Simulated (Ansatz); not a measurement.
Q: Name a neutral molecule of Al, B, S and H with HOMO–LUMO gap (B3LYP/def2-TZVPP) between 5.20 and 5.50 eV and HOMO energy (B3LYP/def2-TZVPP) between -7.55 and -7.25 eV (Ansatz, PBE0-D4/def2-TZVP geometry).

A: `[AlH2][S]BS` (5.26 eV, -7.46 eV). Other molecules can fit too; these were computed, each in one conformer that needn't be the lowest.

B3LYP here is the variant with VWN-RPA as its local correlation; programs differ in this.
